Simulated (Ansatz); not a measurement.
AlBF$_{2}$H$_{2}$ (`F[B](F)[AlH2]`). Charge 0, multiplicity 1. The structure was optimised at the PBE0-D4/def2-TZVP level.

```xyz
6

F     0.859    1.857    0.608
B     0.907    0.582    0.249
F     2.124    0.057    0.213
Al   -0.861   -0.552   -0.237
H    -1.393   -0.598   -1.731
H    -1.636   -1.345    0.898
```

What is the dipole moment at ωB97M-V/def2-TZVPP? (An estimate is asked.)

Computed: 0.95 D, with components (-0.78, -0.50, -0.22) D in this frame, pointing from negative to positive charge.

And with PBE, r2SCAN, B3LYP? (An estimate is asked.)

The calculation gave: PBE 0.81 D, r2SCAN 0.86 D, B3LYP 0.96 D.

Give the Mulliken charges with ωB97M-V, PBE, r2SCAN in def2-TZVPP. (Best estimate.)

Computed: 
| atom | ωB97M-V | PBE | r2SCAN |
| --- | --- | --- | --- |
| F1 | -0.22 | -0.18 | -0.24 |
| B2 | 0.41 | 0.41 | 0.46 |
| F3 | -0.22 | -0.18 | -0.24 |
| Al4 | 0.25 | 0.17 | 0.33 |
| H5 | -0.11 | -0.11 | -0.16 |
| H6 | -0.11 | -0.11 | -0.16 |

B3LYP here is the variant with VWN-RPA as its local correlation; programs differ in this.
